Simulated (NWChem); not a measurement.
System: TaOCl3; SMILES [O]=[Ta]([Cl])([Cl])[Cl]

def2 effective core potentials on Ta; no spin-orbit coupling.

Q: Give the equilibrium geometry at PBE-D3(BJ)/def2-SVP with def2 effective core potentials on Ta (NWChem) as a Z-matrix, with the point group.

A: point group C3v; any orientation.
```
Ta
O 1 1.7230
Cl 1 2.3037 2 106.69
Cl 1 2.3037 2 106.69 3 -120.00
Cl 1 2.3037 2 106.69 3 120.00
```
